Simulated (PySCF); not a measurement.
Ge(Br)(OMe) (CH3BrGeO), SMILES C[O][Ge][Br] (connectivity only; charge and spin as stated), neutral, multiplicity 1. Heavy atoms are numbered as in [Ge:1]([Br:2])[O:3][CH3:4]. Hydrogens are named by the atom that carries them.

Geometry: PBE0-D3(BJ)/def2-SVP. The structure was generated by enumeration; whether it is a known compound was not checked. The values are those of a single conformer.

Computed with PBE/pcSseg-1 (PySCF).

GIAO shieldings, no solvent; atoms alike by connectivity are averaged. δ = σ(ref) − σ: ⁷³Ge against GeH4 (σ = 1614.4 ppm); ¹⁷O against H2O (σ = 334.3 ppm); ¹³C against TMS (σ = 182.0 ppm); ¹H against TMS (σ = 31.49 ppm), references at their B3LYP-D3(BJ)/def2-TZVP geometries, non-relativistic (without spin–orbit terms, shifts of atoms bonded to Cl or Br come out too high).

```tsv
nucleus	atoms	count	δ (ppm)
⁷³Ge	Ge1	1	680.2
¹⁷O	O3	1	291.6
¹³C	C4 (CH3)	1	61.4
¹H	H on C4	3	4.87
```
